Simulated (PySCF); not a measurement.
`S=C1C=C[C@@H]1CCl`, C$_{5}$H$_{5}$ClS

Geometry (Å), atoms numbered from 1 in this order:
```xyz
12

S     0.6749    1.6043   -2.1702
C     0.7500    0.8108   -0.7717
C     1.7696    0.1497    0.0176
C     0.8851   -0.2733    0.9412
C    -0.3058    0.3825    0.2678
C    -1.3952   -0.5294   -0.2571
Cl   -2.3602   -1.1782    1.0997
H     2.8308    0.0530   -0.1130
H     0.9472   -0.8671    1.8331
H    -0.7433    1.2134    0.8254
H    -2.0772    0.0166   -0.9090
H    -0.9745   -1.3830   -0.7896
```

Theory: GIAO wB97X-D/pcSseg-1 magnetisability, rotational g tensor and spin-rotation constants, non-relativistic, gas phase in PySCF. Geometry: GFN2-xTB.

**Question.** Give the nuclear spin-rotation constants along the inertial axes (H = +C I·J) beside the isotropic shieldings.

**Answer.** Rotational constants 3.9189, 0.9532, 0.7902 GHz. A star marks the isotopologue with that one atom substituted, in its own axes.
```csv
atom,isotope,Caa (kHz),Cbb (kHz),Ccc (kHz),mean (kHz),σ (ppm)
Cl7,35Cl,0.164,0.216,0.150,0.176,887.7
H8,1H,-0.082,0.000,-0.076,-0.053,25.2
H9,1H,0.045,0.038,-0.094,-0.004,22.3
H10,1H,-0.402,-0.114,0.042,-0.158,28.3
H11,1H,-0.427,0.043,-0.075,-0.153,27.8
H12,1H,-0.442,-0.099,0.032,-0.170,28.7
S1,33S*,3.449,0.878,0.156,1.494,-386.6
C2,13C*,2.504,0.583,0.195,1.094,-66.3
C3,13C*,1.384,0.470,0.159,0.671,31.0
C4,13C*,1.629,0.549,0.136,0.771,5.5
C5,13C*,0.764,0.216,0.169,0.383,122.8
C6,13C*,0.671,0.197,0.160,0.342,134.1
```
For the geometry as given, no vibrational averaging.

**Question.** How do the rotational constants and the g tensor change when H8, H9, H10, H11, H12 are replaced by deuterium?

**Answer.** Constants 3.4025, 0.9338, 0.7651 GHz; g -0.0499, -0.0218, -0.0086, against -0.0577, -0.0222, -0.0088 before.
